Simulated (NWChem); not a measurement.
System: CaCl cation; SMILES [Cl][Ca+]

NWChem input:

```
start job
memory heap 200 mb stack 700 mb global 900 mb
charge 1
geometry units angstroms noautoz
  Ca     0.000000     0.000000    -1.066999
  Cl     0.000000     0.000000     1.254497
end
basis spherical
  * library def2-tzvp
end
dft
  xc b3lyp
  iterations 150
  mulliken
end
task dft energy
```

Structure relaxed at the PBE0/def2-SVP level.

### Question
Give the results of this calculation. (B3LYP/def2-TZVP.) Quantities: energy (Ha); highest occupied level (eV); orbital gap (eV).

### Answer
| Item | Result |
|---|---|
| energy (Ha) | -1137.67 |
| highest occupied level (eV) | -12.79 |
| orbital gap (eV) | 5.06 |
